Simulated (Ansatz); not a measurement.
A run for Ansatz (a first-principles code): R-PBE0/def2-TZVPP on GaH3Se2 (SMILES [SeH][GaH][SeH]), a point of a torsion scan.

Ansatz 0.2 input:
```yaml
crystal:
  periodic: [false, false, false]
  atoms:
    - {symbol: Se, position_ang: [-2.47756403, -0.03893168, -0.83149175]}
    - {symbol: Ga, position_ang: [-0.19540678, 0.44324046, -1.01760208]}
    - {symbol: Se, position_ang: [0.68632772, 2.08536498, -2.43107576]}
    - {symbol: H, position_ang: [-2.33267814, -0.45117584, 0.54712847]}
    - {symbol: H, position_ang: [0.81842146, -0.36369141, -0.10812042]}
    - {symbol: H, position_ang: [2.04432284, 1.79139757, -2.03420514]}
basis:
  gaussian:
    orbitals: def2-TZVPP
hamiltonian:
  xc: {name: PBE0}
scf: {lower_state_search: off}
```

The head of its log:

```
WARN ansatz: RAYON_NUM_THREADS=1 ignored (pool sized by the plan → 1); use --threads N
Functional definition: PBE0
these checks for a lower state are left out or cut short: stability, starts, cluster_reference, orbital_swaps, neighbouring_geometries, increment
integrals: 0.13 GiB planned
1414 factors; their error is unknown
mean field: 1.22 GiB planned
mean field evaluation 1: about -183103.8794 eV, gradient 2.5e1 eV
mean field evaluation 2: about -183103.5530 eV, gradient 3.4e1 eV
```

Give the final energy of this run.

-6729.0159 hartree.
